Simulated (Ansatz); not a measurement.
(BeTe)n: binding per atom (eV) at several levels, gas phase, relaxed structures; Ansatz. Core potentials for Te in the def2 sets, no spin–orbit coupling. Binding counts from free atoms in the multiplicity of their measured ground term, without zero-point energy. The structures are stationary points that may keep the symmetry of their start. Correlated methods freeze inner cores and use unrestricted references for open shells.

```json
{"species": "(BeTe)2 ring (Be2Te2)", "state": "singlet", "geometry": "PBE0-D4/def2-TZVP", "PBE-D4/def2-SVP": "2.56", "PBE-D4/def2-TZVP": "2.57", "r2SCAN-D4/def2-TZVP": "2.53", "PBE0-D4/def2-TZVP": "2.51", "RPA@PBE/def2-TZVP": "1.88"}
{"species": "(BeTe)4 cube (Be4Te4)", "state": "singlet", "geometry": "PBE-D4/def2-SVP", "PBE-D4/def2-SVP": "3.07", "PBE-D4/def2-TZVP": "3.05", "r2SCAN-D4/def2-TZVP": "2.98", "PBE0-D4/def2-TZVP": "3.00", "RPA@PBE/def2-TZVP": "2.33"}
{"species": "(BeTe)6 ring (Be6Te6)", "state": "singlet", "geometry": "r2SCAN-D4/def2-SVP", "PBE-D4/def2-SVP": "2.94", "PBE-D4/def2-TZVP": "2.91", "r2SCAN-D4/def2-TZVP": "2.88", "PBE0-D4/def2-TZVP": "2.86", "RPA@PBE/def2-TZVP": "2.26"}
```

Task: Estimate the column for PBE0-D4/def2-SVP.

Result: (BeTe)2 ring (Be2Te2) 2.49; (BeTe)4 cube (Be4Te4) 3.01; (BeTe)6 ring (Be6Te6) 2.88.
